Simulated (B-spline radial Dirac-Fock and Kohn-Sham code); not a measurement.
L-shell conversion coefficients of Rb against transition energy

Calculated with a radial atomic solver, using a Dirac-Hartree-Slater potential of the neutral atom with a Latter tail (no hole, which puts coefficients of high multipoles low close above an edge), finite nucleus with surface currents. Subshells within 1 keV of threshold and pair formation are left out.

| energy (keV) | E3 | E4 | E5 | M2 | M3 | M5 |
| --- | --- | --- | --- | --- | --- | --- |
| 12.1 | 533000 | 6.57e+07 | 6.15e+09 | 1470 | 313000 | 4.49e+09 |
| 15.5 | 119000 | 1.22e+07 | 9.59e+08 | 474 | 68600 | 6.15e+08 |
| 16.5 | 81500 | 7.93e+06 | 5.97e+08 | 358 | 47000 | 3.73e+08 |
| 20 | 25500 | 2.12e+06 | 1.38e+08 | 151 | 14900 | 8.08e+07 |
| 20.1 | 24700 | 2.04e+06 | 1.33e+08 | 148 | 14500 | 7.76e+07 |
| 25.1 | 6480 | 442000 | 2.40e+07 | 55.4 | 3960 | 1.35e+07 |
| 29.7 | 2360 | 138000 | 6.54e+06 | 26.7 | 1510 | 3.63e+06 |
| 50 | 108 | 3830 | 115000 | 2.95 | 85.4 | 68500 |
| 58.3 | 44.3 | 1340 | 34900 | 1.57 | 37.8 | 21900 |
| 61.4 | 32.9 | 942 | 23400 | 1.28 | 28.8 | 15000 |
| 100 | 2.15 | 35.9 | 559 | 0.187 | 2.44 | 456 |
| 121 | 0.772 | 10.4 | 134 | 0.0910 | 0.971 | 123 |
| 131 | 0.509 | 6.23 | 74.2 | 0.0677 | 0.666 | 71.8 |
| 149 | 0.261 | 2.76 | 28.8 | 0.0423 | 0.366 | 30.5 |
| 160 | 0.182 | 1.77 | 17.2 | 0.0327 | 0.264 | 19.1 |
| 197 | 0.0647 | 0.500 | 3.92 | 0.0156 | 0.104 | 5.04 |
| 200 | 0.0601 | 0.457 | 3.53 | 0.0148 | 0.0970 | 4.58 |
| 313 | 0.00751 | 0.0361 | 0.179 | 0.00331 | 0.0147 | 0.311 |
| 500 | 0.00109 | 0.00353 | 0.0116 | 0.000779 | 0.00246 | 0.0250 |
| 725 | 0.000295 | 0.000738 | 0.00186 | 0.000271 | 0.000686 | 0.00427 |
| 735 | 0.000282 | 0.000701 | 0.00175 | 0.000261 | 0.000656 | 0.00401 |
| 834 | 0.000190 | 0.000438 | 0.00101 | 0.000186 | 0.000438 | 0.00231 |
| 879 | 0.000162 | 0.000363 | 0.000815 | 0.000162 | 0.000371 | 0.00185 |
| 1000 | 0.000111 | 0.000234 | 0.000490 | 0.000116 | 0.000251 | 0.00110 |
| 1090 | 8.78e-05 | 0.000177 | 0.000355 | 9.36e-05 | 0.000194 | 0.000781 |
| 1170 | 7.27e-05 | 0.000142 | 0.000276 | 7.85e-05 | 0.000158 | 0.000597 |
| 1770 | 2.67e-05 | 4.48e-05 | 7.38e-05 | 2.97e-05 | 5.17e-05 | 0.000142 |
| 1860 | 2.40e-05 | 3.96e-05 | 6.41e-05 | 2.66e-05 | 4.56e-05 | 0.000121 |
| 2000 | 2.05e-05 | 3.31e-05 | 5.24e-05 | 2.27e-05 | 3.81e-05 | 9.64e-05 |

Q: How fast do they fall between 1770 and 2000 keV?

A: As powers of the energy: E3 E^-2.18, E4 E^-2.49, E5 E^-2.81, M2 E^-2.21, M3 E^-2.51, M5 E^-3.14. Within one type (E or M) the higher multipoles fall faster.
